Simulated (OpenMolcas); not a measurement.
Fe5+, Ru5+, Os5+: d³ down the group

* Program: OpenMolcas
* Method: CASSCF
* Basis: ANO-RCC-VTZP
* Scalar Hamiltonian: DKH2, point nucleus
* Spin-orbit coupling: state interaction with AMFI integrals over the reference wave functions, term energies averaged over their components

Active space for each ion: 3 electrons in 5 orbitals (d).

Computed levels in cm-1 above ⁴F_3/2:

| Level | Fe5+ | Ru5+ | Os5+ |
| --- | --- | --- | --- |
| ⁴F_5/2 | 539 | 1386 | 6109 |
| ⁴F_7/2 | 1268 | 3104 | 11414 |
| ⁴F_9/2 | 2163 | 5015 | 15258 |
| ⁴P_1/2 | 23249 | 16524 | 19333 |
| ⁴P_3/2 | 23445 | 16499 | 16977 |
| ²G_7/2 | 23904 | 18372 | 24876 |
| ⁴P_5/2 | 24113 | 18682 | 27052 |
| ²G_9/2 | 24623 | 19373 | 39176 |
| ²P_1/2 | 31468 | 23896 | 32606 |
| weight of ⁴F in the lowest level (%) | 100 | 99 | 86 |

Mixed levels, with the weight of the term that names them: Os5+ ⁴F_9/2 (66 %), Os5+ ⁴P_1/2 (75 %), Os5+ ⁴P_3/2 (51 %), Os5+ ²G_9/2 (57 %), Os5+ ²P_1/2 (75 %).

Measured, with the error of the calculation in %. Measured levels: Fe5+ from Corliss and Sugar, J. Phys. Chem. Ref. Data 11, 135 (1982); Os5+ from the list in Brasseur, Palmeri and Quinet, Atoms 13, 11 (2025).

| Level | Fe5+ | Os5+ |
| --- | --- | --- |
| ⁴F_5/2 | 511 (+5.4) | 6397 (-4.5) |
| ⁴F_7/2 | 1188 (+6.7) | 11444 (-0.3) |
| ⁴F_9/2 | 2001 (+8.1) | 14678 (+4.0) |
| ⁴P_1/2 | 18738 (+24.1) | 16772 (+15.3) |
| ⁴P_3/2 | 18942 (+23.8) |  |
| ²G_7/2 | 20616 (+15.9) | 22920 (+8.5) |
| ⁴P_5/2 | 19611 (+23.0) | 24828 (+9.0) |
| ²G_9/2 | 21315 (+15.5) | 37019 (+5.8) |
| ²P_1/2 | 26496 (+18.8) | 28860 (+13.0) |

The fine-structure level ⁴F_9/2 changes by a factor of 7.05 from Fe5+ to Os5+.

Without spin-orbit coupling ⁴P lies 22553, 14952, 13567 cm-1 above ⁴F in that order; the difference to the level ⁴P_1/2, of either sign, comes from spin-orbit coupling, which also lowers the zero.

Without dynamic correlation excited terms often stand tens of per cent too high (terms of higher spin than the ground term too low), and those without a measured partner can miss by more than the paired ones. Computed and measured levels are paired by configuration, term and J; levels that our copy of the source lacks, or whose pairing is in doubt (as where it misses far off the trend of its configuration), stay unpaired and out of the deviations. Levels of configurations outside the active space are missing.
